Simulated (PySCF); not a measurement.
**Exercise with solution: chemical shift, span and skew from a shielding tensor**

Si(H)(Cl)2(OH) (Cl2H2OSi), SMILES O[SiH](Cl)Cl. Atoms are numbered in the order given.

```xyz
6

Si     0.4303     0.4012     0.0000
O     -0.2794     1.8796     0.0000
Cl    -0.1305    -0.6822     1.6547
Cl    -0.1305    -0.6822    -1.6547
H      1.8876     0.6109     0.0000
H     -1.2408     1.9293     0.0000
```
Charge 0, spin multiplicity 1.

Geometry: PBE0-D3(BJ)/def2-SVP. One conformer was computed; it need not be the lowest.

GIAO shieldings from PBE0/pcSseg-1 run with PySCF, non-relativistic, no solvent. The symmetric part of the tensor of Si1 has the principal values 344.7, 355.5, 377.6 ppm. The same nucleus in TMS has σ = 352.7 ppm at this level (PySCF, at its B3LYP-D3(BJ)/def2-TZVP geometry). Without spin–orbit terms, shifts of atoms bonded to Cl or Br come out too high.

**Question.** Work out the isotropic shielding, the ²⁹Si shift against TMS, the span and the skew.

**Answer.** 
σ(iso) = (σ11 + σ22 + σ33)/3 = 359.3 ppm. δ = σ(ref) − σ(iso) = 352.7 − (359.3) = -6.6 ppm.
Span Ω = σ33 − σ11 = 32.9 ppm. Skew κ = 3(σ(iso) − σ22)/Ω = 0.34. Tumbling in solution averages the tensor to δ; in a static solid the shielding alone would spread this spin-1/2 line over Ω.
